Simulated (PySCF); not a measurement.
Excited states of As²¹⁺ (arsenic, charge +21)

Ground state [Ne] 3s2, ¹S. Computed with PySCF 2.14 in an even-tempered Gaussian basis (20 s from 0.352 bohr⁻², ratio 2.5; 13 p from 0.464 bohr⁻², ratio 2.5; 8 d from 0.559 bohr⁻², ratio 2.7; 4 f from 17 bohr⁻², ratio 2.7), with the spin-free X2C one-electron Hamiltonian (Gaussian nucleus). Vertical excitation energies in eV without spin-orbit coupling; excited terms of each kind are numbered among those the solver found. Frozen: 1s2.

```tsv
term	leading excitation	EOM-EE-CCSD
1 3P°	3s → p	48.014
1 1P°	3s → p	66.350
1 3D	3s → d	127.57
1 1D	3s → d	142.55
1 3S	3s → s	428.34
1 1S	3s → s	432.66
2 3P°	3s → p	452.42
2 3D	3s → d	480.50
2 1D	3s → d	481.12
```

The spin-orbit splitting of the hole, absent here, rivals or exceeds the spacing of these terms, so the LS terms are model states.

Doubly excited terms such as np² are absent. The solver can miss terms. The 22 highest virtual orbitals were dropped.
